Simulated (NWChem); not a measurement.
The numbers come from NWChem runs, not from measurements. System: H3FSi, charge 0, spin multiplicity 1, at a geometry optimised with B3LYP/def2-SVP. The structure started from a generated list of species. Level: G0W0@PBE/def2-SVPD, RI basis def2-svpd-rifit.

Input file:

```
start mol
memory heap 200 mb stack 700 mb global 1700 mb
geometry units angstroms nocenter noautoz
  Si     0.495162    -0.117180     0.000000
  F     -1.089069     0.257721     0.000000
  H      0.794167    -0.912120     1.220675
  H      0.794167    -0.912120    -1.220675
  H      1.281022     1.145274     0.000000
  symmetry group Cs
end
basis spherical
  * library def2-svpd
end
basis "ri basis" bse spherical
  * library def2-svpd-rifit
end
dft
  xc xpbe96 cpbe96
  iterations 100
  direct
  tolerances tight
end
task dft energy
gw
  states alpha occ 4 vir 2
end
task dft gw
```

Part of the output:

```
             Northwest Computational Chemistry Package (NWChem) 7.3.0
             --------------------------------------------------------

                                NWChem Input Module
                                -------------------

 Scaling coordinates for geometry "geometry" by  1.889725989
 (inverse scale =  0.529177249)

 Turning off AUTOSYM since
 SYMMETRY directive was detected!

                             Geometry "geometry" -> ""
                             -------------------------

 Output coordinates in angstroms (scale by  1.889725989 to convert to a.u.)

  No.       Tag          Charge          X              Y              Z
 ---- ---------------- ---------- -------------- -------------- --------------
    1 Si                  14.0000     0.49516200    -0.11718000     0.00000000
    2 F                    9.0000    -1.08906900     0.25772100     0.00000000
    3 H                    1.0000     0.79416700    -0.91212000     1.22067500
    4 H                    1.0000     0.79416700    -0.91212000    -1.22067500
    5 H                    1.0000     1.28102200     1.14527400     0.00000000

 Effective nuclear repulsion energy (a.u.)      62.1978871251

            Nuclear Dipole moment (a.u.)
            ----------------------------
        X                 Y               Z
 ---------------- ---------------- ----------------
     0.0000056692     0.0000056692     0.0000000000

      Symmetry information
      --------------------

 Group name             Cs
 Group number              2
 Group order               2
 No. of unique centers     4

      Symmetry unique atoms

     1    2    3    5


 Summary of "ao basis" -> "" (spherical)
 ------------------------------------------------------------------------------
       Tag                 Description            Shells   Functions and Types
 ---------------- ------------------------------  ------  ---------------------
 *                         def2-svpd                  on all atoms

 new library libraries.bse/

 Summary of "ri basis" -> "" (spherical)
 ------------------------------------------------------------------------------
[...]
           0.000000000000           0.000000000000         130.823124248616

     Multipole analysis of the density
     ---------------------------------

     L   x y z        total         alpha         beta         nuclear
     -   - - -        -----         -----         ----         -------
     0   0 0 0     -0.000000    -13.000000    -13.000000     26.000000

     1   1 0 0      0.535102      0.267548      0.267548      0.000006
     1   0 1 0     -0.126656     -0.063331     -0.063331      0.000006
     1   0 0 1     -0.000000     -0.000000     -0.000000      0.000000

     2   2 0 0    -15.788510    -38.265545    -38.265545     60.742579
     2   1 1 0      0.223413      6.039739      6.039739    -11.856065
     2   1 0 1     -0.000000     -0.000000     -0.000000      0.000000
     2   0 2 0    -14.897136    -14.172160    -14.172160     13.447184
     2   0 1 1     -0.000000     -0.000000     -0.000000      0.000000
     2   0 0 2    -14.844232    -12.743172    -12.743172     10.642111

 Task  times  cpu:        3.1s     wall:        3.1s

                                NWChem Input Module
                                -------------------

                                 NWChem GW Module
                                 ----------------

                             ***********************
                             ***        GW       ***
                             ***********************

 Summary of "ri basis" -> "ri basis" (spherical)
 ------------------------------------------------------------------------------
       Tag                 Description            Shells   Functions and Types
 ---------------- ------------------------------  ------  ---------------------
 Si                     def2-svpd-rifit             24       78   9s6p6d3f
 F                      def2-svpd-rifit             20       64   7s6p5d2f
 H                      def2-svpd-rifit              9       23   4s3p2d

                 Memory Information
                 ------------------
          Available GA per process is          1700.0 MBs
          Available stack per process is        700.0 MBs
          Available heap per process is           0.0 MBs

          Peak memory in Initialization
              Peak GA per process is                  2.1 MBs
              Peak stack per process is               0.1 MBs
              Peak heap per process is                2.2 MBs
              Memory not in MA per process            0.0 MBs

          Peak memory in AFF Calculation
              Peak GA per process is                  7.2 MBs
              Peak stack per process is               4.3 MBs
              Peak heap per process is                0.0 MBs
              Memory not in MA per process            4.3 MBs

          Computing 2-center integrals
          Computing Inverse Cholesky factor
          Computing 3-center integrals
          Computing V_xc ...

          Computing Sigma_x
          Computing RPA polarizability
          Solving quasiparticle equations

                  Alpha Orbitals
          State     Energy (eV)     Error (eV)
          -----------------------------------
@GW        10        -14.338           0.002
@GW        11        -14.338           0.002
@GW        12        -11.991           0.002
@GW        13        -11.990           0.002
@GW        14          2.058           0.002
@GW        15          2.331           0.005

   Applying  -3.6258 eV scissor-shift to rest of particle states

   Applying   3.1260 eV scissor-shift to rest of hole states

     GW Timing Statistics
   ------------------------
   Init.   :          0.0s
     ERIs  :          0.4s
     Distr.:          0.0s
     Vxc   :          0.2s
   Sigma_x :          0.0s
   RPA     :          0.2s
   Wmn     :          0.0s
   Sigma_c :          0.0s
   GW total:          0.8s

 Task  times  cpu:        0.8s     wall:        0.8s

 Total times  cpu:        4.0s     wall:        4.0s
```
